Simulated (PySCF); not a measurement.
**Excitation energy of I by level of theory**

I [Kr] 4d10 5s2 5p5 (2P) → I [Kr] 4d10 5s1 5p6 (2S), as a difference of total energies. Computed with PySCF 2.14 in aug-cc-pVTZ-PP with ECP28MDF, with a scalar-relativistic core potential. Correlated levels: valence: 4s2 4p6 4d10 frozen. The calculations carry no spin-orbit coupling.

```tsv
method	excitation energy (eV)
UHF	12.727
MP2 (valence)	10.950
SCS-MP2 (valence)	10.751
CCSD (valence)	9.481
CCSD(T) (valence)	8.291
```

**Question.** How much does correlation contribute at CCSD(T) (valence)?

**Answer.** 8.291 − (12.727) = -4.436 eV, measured against UHF.

The upper state lies above the first ionisation limit, where it may autoionise and the basis confines it.

The coupled-cluster amplitudes are large for the upper state (T1 above 0.03 or a double amplitude above 0.15), so a single reference is strained.
